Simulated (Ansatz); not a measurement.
The cluster Au₂O. Total charge 0; triplet. Geometry r2SCAN-D4/def2-TZVP, that of the charge +1 doublet; atoms count from 1.

```xyz
3

Au   -0.331   -1.045   -1.309
Au    0.563    0.486    1.536
O    -0.233    0.559   -0.228
```

In the def2 sets Au takes a core potential; there is no spin–orbit coupling. At PBE0-D4/def2-TZVP a singlet of charge 0 lies 1.01 eV below the triplet at the same geometry. The structure comes from a short search, and lower isomers may exist.

Question: Estimate the Mulliken populations from the PBE0/def2-TZVP orbitals of Ansatz.

Answer: 
| atom | charge (e) | spin (α − β) | d electrons |
| --- | --- | --- | --- |
| Au1 | 0.22 | 0.59 | 9.60 |
| Au2 | 0.22 | 0.59 | 9.60 |
| O3 | -0.45 | 0.82 | – |
Mulliken values and Mayer orders depend strongly on the basis.

Question: Where does the spin sit?

Answer: Summed by element: Au 1.18, O 0.82, of 2 unpaired in all. Largest on single atoms: O3 0.82, Au1 0.59, Au2 0.59.

Question: And the Mayer bond orders between bonded heavy atoms (over 0.3)?

Answer: Au1–O3 0.81 (1.94 Å); Au2–O3 0.81 (1.94 Å). Values over 0.3 also appear between atoms too far apart for a bond (Au1–Au2 0.48 at 3.35 Å); they arise where an orbital or an unpaired electron spreads over both atoms.
